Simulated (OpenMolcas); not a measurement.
**Ar4+: effect of the active space**

```yaml
Program: OpenMolcas
Method: CASSCF or its RAS form
Basis: ANO-RCC-VTZP
Scalar_Hamiltonian: DKH2, point nucleus
Spin-orbit_coupling: RASSI with atomic mean-field integrals over the reference wave functions, term energies averaged over their components
```

A. 2 electrons in 3 orbitals (3p); 2S+1 = 3 even, 3 roots; 2S+1 = 1 even, 6 roots; cost roughly 1.7 core-seconds
B. 4 electrons in 4 orbitals (3s 3p); 2S+1 = 3 even, 6 roots; 2S+1 = 1 even, 11 roots; 2S+1 = 5 odd, 1 root; 2S+1 = 3 odd, 9 roots; 2S+1 = 1 odd, 8 roots; cost roughly 16 core-seconds
C. 4 electrons in 8 orbitals (3s 3p 4s 4p); 2S+1 = 3 even, 6 roots; 2S+1 = 1 even, 11 roots; 2S+1 = 5 odd, 1 root; 2S+1 = 3 odd, 9 roots; 2S+1 = 1 odd, 8 roots; cost roughly 20 core-seconds
D. 4 electrons in 9 orbitals (RAS2 3s 3p; RAS3 3d, at most 2 electrons); 2S+1 = 3 even, 6 roots; 2S+1 = 1 even, 12 roots; 2S+1 = 5 odd, 1 root; 2S+1 = 3 odd, 9 roots; 2S+1 = 1 odd, 8 roots; cost roughly 30 core-seconds

Energies in cm⁻¹ above 3s² 3p² ³P₀, the measured ground level; measured values from Saloman, J. Phys. Chem. Ref. Data 39, 033101 (2010).

| Level | A | B | C | D | Measured |
| --- | --- | --- | --- | --- | --- |
| 3s² 3p² ³P₀ | 0.0 | 0.0 | 0.0 | 0.0 | 0.0 |
| 3s² 3p² ³P₁ | 698 | 698 | 699 | 676 | 763 |
| 3s² 3p² ³P₂ | 1914 | 1878 | 1879 | 1842 | 2029 |
| 3s² 3p² ¹D₂ | 19498 | 19479 | 19284 | 18651 | 16299 |
| 3s² 3p² ¹S₀ | 46561 | 35737 | 35084 | 41291 | 37912 |

Deviations, from unrounded energies. A percentage is the sum of absolute deviations over the sum of measured energies, with the sign that they share, or ± where signs differ.

```tsv
Against measurement	Levels	A	B	C	D
mean absolute deviation (cm-1)	4	3000	1400	1500	1500
fine structure of the ground term (%)	2	-6.5	-7.7	-7.7	-9.8
other terms of the ground configuration (%)	2	+21.9	±9.9	±10.7	+10.6
```

B lies closest to measurement on these levels and A furthest from it. The largest miss of B in the table is 3s² 3p² ¹D₂, by +3200 cm-1. The ranking rests on the paired levels alone, and a cruder setting can come out closer through cancelling errors.

Among A to D the level of the table that moves most is 3s² 3p² ¹S₀, by 11000 cm-1 (lowest in C, highest in A).

With the s shell closed, the reference lacks s² → p² mixing (holds for A). Active for correlation alone: 4p 4s; no level in the range computed is led by a configuration that fills them, so any true level of that kind is missing (holds for C). Active for correlation alone: 3d; no level in the range computed is led by a configuration that fills it, so any true level of that kind is missing (holds for D). Measured partners are found by configuration, term and J. A level has none where our copy of the source lacks it or the pairing is in doubt (some pairs that miss far off the trend of their configuration count as doubtful), and it then counts in no deviation. Only configurations of the active space appear. Levels that lie high or do not pair safely by name in every column are left out.
